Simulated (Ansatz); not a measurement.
Calculated with Ansatz (gas phase, PBE0-D4/def2-TZVP geometries, no zero-point term in ΔE). CCSD(T)/CBS adds triple-zeta CCSD(T) − MP2 to the extrapolated MP2 energy (def2 sets, frozen cores). This one scheme is used for every species. Functionals use def2-TZVPP.

Reaction (isomerisation): `[SiH3]/C=C/[SiH3]` → `C1[SiH2]C[SiH2]1`

Is it downhill or uphill in electronic energy at CCSD(T)/CBS, and by how much? (Estimate.)

Computed: Downhill: ΔE = -1.11 eV.

What do these levels give: PBE-D4, BLYP-D4, r2SCAN-D4, r2SCAN0-D4, BHLYP-D4, CAM-B3LYP-D4, B2PLYP, BLYP, PBE0, CAM-B3LYP, SCS-MP2/def2-QZVPP, MP2/CBS(def2)? (Estimate.)

Computed: PBE-D4 -1.20, BLYP-D4 -0.85, r2SCAN-D4 -1.23, r2SCAN0-D4 -1.30, BHLYP-D4 -1.04, CAM-B3LYP-D4 -1.04, B2PLYP -1.01, BLYP -0.78, PBE0 -1.28, CAM-B3LYP -1.01, SCS-MP2/def2-QZVPP -1.07, MP2/CBS(def2) -1.26 eV.

Largest T1 diagnostic among the species: 0.012.

From BLYP to BHLYP (50 % exact exchange), in def2-TZVPP and without D4, ΔE moves by −0.21 eV. At CCSD(T), def2-SVP lies +0.29 eV from the extrapolated value and def2-TZVPP +0.05 eV.
